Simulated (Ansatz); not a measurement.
Basis-set series for `C[BH][AlH][F]`. Charge 0, multiplicity 1. Geometry: relaxed with PBE0-D4/def2-TZVP. It is one conformer, not always the lowest.

| atom | x (Å) | y (Å) | z (Å) |
| --- | --- | --- | --- |
| C1 | -1.370 | -0.362 | -0.321 |
| B2 | -0.060 | 0.463 | -0.457 |
| Al3 | 1.662 | 0.288 | 0.787 |
| F4 | 2.758 | -0.905 | 0.423 |
| H5 | -1.187 | -1.193 | -1.029 |
| H6 | -1.575 | -0.828 | 0.644 |
| H7 | -2.268 | 0.138 | -0.694 |
| H8 | -0.007 | 1.217 | -1.395 |
| H9 | 2.048 | 1.183 | 2.043 |

| functional | basis | functions | energy (Eh) | HOMO (eV) | LUMO (eV) |
| --- | --- | --- | --- | --- | --- |
| PBE0-D4 | def2-TZVPP | 205 | -408.05256 | -7.29 | -2.01 |
| PBE0-D4 | def2-QZVPP | 391 | -408.07027 | -7.30 | -2.03 |
| ωB97M-V | def2-TZVPP | 205 | -408.26403 | -9.41 | -0.08 |
| ωB97M-V | def2-QZVPP | 391 | -408.28096 | -9.43 | -0.15 |

Q: Give the rows for def2-SVP. (Estimate.)

A: Computed: 
| functional | basis | functions | energy (Eh) | HOMO (eV) | LUMO (eV) |
| --- | --- | --- | --- | --- | --- |
| PBE0-D4 | def2-SVP | 85 | -407.76909 | -7.25 | -1.94 |
| ωB97M-V | def2-SVP | 85 | -407.97295 | -9.34 | 0.10 |
